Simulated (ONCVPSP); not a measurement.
**Building the ONCV potential for rubidium (Rb) (PBE, scalar-relativistic).**

ONCVPSP 4.0.1 input, shortened (lines: element, Z, core and valence counts, functional; n l f; lmax; l rc ep ncon nbas qcut; lloc lpopt rc5 dvloc0; l nproj debl; icmod fcfact rcfact), PBE, scalar-relativistic:

```
  Rb 37.00    6    2        4      upf
    1    0    2.00
    2    0    2.00
    2    1    6.00
    3    0    2.00
    3    1    6.00
    3    2   10.00
    4    0    2.00
    4    1    6.00
    2
    0    1.70    0.00    4    8    6.10
    1    2.25    0.00    4    8    5.40
    2    1.70    0.16    5    8    5.70
    2    5    1.70    0.00
    0    2    2.00
    1    2    3.90
    2    0    1.50
    3    2.75    1.55
```

Poles of the logarithmic derivatives, all-electron (AE) and pseudo (PS). s: poles at -0.1 (AE) and -0.1 (PS) Ha. p: poles at -0.3, 4.3 (AE) and -0.3, 4.3 (PS) Ha. d: poles at 2.6 (AE) and 2.5 (PS) Ha. Test radii: s 1.72, p 2.28, d 1.72 bohr.

- Cutoffs needed: 15 Ha and 17 Ha (the cutoffs (Ha) at which the residual kinetic energy of the hardest occupied pseudo-wave falls to 1 and 0.1 mHa per electron)
- Ghost test: no bound ghost flagged; GHOST(+) flagged for s at 158.8 eV
- Largest excitation error: +0.4 meV (all-electron minus pseudo) for 4s2 4p6 4d1, out of 4 test configurations
- rms error of d²Exc/dni dnj: 3.41 mHa without and 1.78 mHa with the model core
